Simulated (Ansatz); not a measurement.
The cluster Hg2Cl4⁺. The state is a doublet with charge 1. Geometry PBE0-D4/def2-SVP.

```tsv
atom	x (Å)	y (Å)	z (Å)
Hg1	-0.6894	1.2767	1.0962
Hg2	-1.3067	-2.2688	-0.8443
Cl3	1.7661	0.1911	-0.6525
Cl4	-2.3499	-0.3726	0.7976
Cl5	1.0320	2.7471	1.2582
Cl6	1.5479	-1.5735	-1.6551
```

In the def2 sets Hg takes a core potential; there is no spin–orbit coupling. In the doublet, Cl3 and Cl6 lie 2.04 Å apart (atoms count from 1), so these atoms are partly bonded to each other. Another isomer (doublet) lies 0.82 eV lower at PBE0-D4/def2-TZVP; other spin states weren't run for this one.

Estimate the α-spin orbital energies around the gap (eV) in Ansatz with HF/def2-TZVP, PBE-D4/def2-SVP, PBE-D4/def2-TZVP, r2SCAN-D4/def2-TZVP, PBE0-D4/def2-TZVP.


```csv
orbital,HF/def2-TZVP,PBE-D4/def2-SVP,PBE-D4/def2-TZVP,r2SCAN-D4/def2-TZVP,PBE0-D4/def2-TZVP
HOMO−13,-23.38,-16.10,-16.09,-16.70,-18.31
HOMO−12,-23.36,-16.08,-16.06,-16.66,-18.28
HOMO−11,-20.56,-16.03,-16.02,-16.63,-17.61
HOMO−10,-20.11,-14.87,-14.85,-15.26,-16.38
HOMO−9,-19.73,-14.43,-14.37,-14.74,-15.85
HOMO−8,-18.72,-14.25,-14.29,-14.70,-15.73
HOMO−7,-18.07,-13.66,-13.65,-14.03,-15.04
HOMO−6,-17.48,-13.46,-13.49,-13.78,-14.57
HOMO−5,-17.23,-12.83,-12.90,-13.28,-14.32
HOMO−4,-16.63,-12.33,-12.35,-12.67,-13.63
HOMO−3,-16.61,-11.84,-11.89,-12.20,-13.25
HOMO−2,-15.81,-11.66,-11.72,-11.97,-12.89
HOMO−1,-15.80,-11.53,-11.61,-11.88,-12.84
HOMO,-14.33,-11.14,-11.14,-11.54,-12.24
LUMO,-3.71,-9.04,-9.00,-8.92,-7.87
LUMO+1,-3.32,-7.95,-7.93,-7.79,-6.92
LUMO+2,-3.14,-5.48,-5.76,-5.62,-5.29
LUMO+3,-2.80,-5.38,-5.72,-5.56,-5.14
LUMO+4,-1.97,-4.88,-5.20,-4.90,-4.43
LUMO+5,-1.65,-4.39,-4.80,-4.50,-4.16
β HOMO,-15.79,-11.52,-11.60,-11.87,-12.83
β LUMO,-5.96,-10.67,-10.65,-10.57,-9.90
```
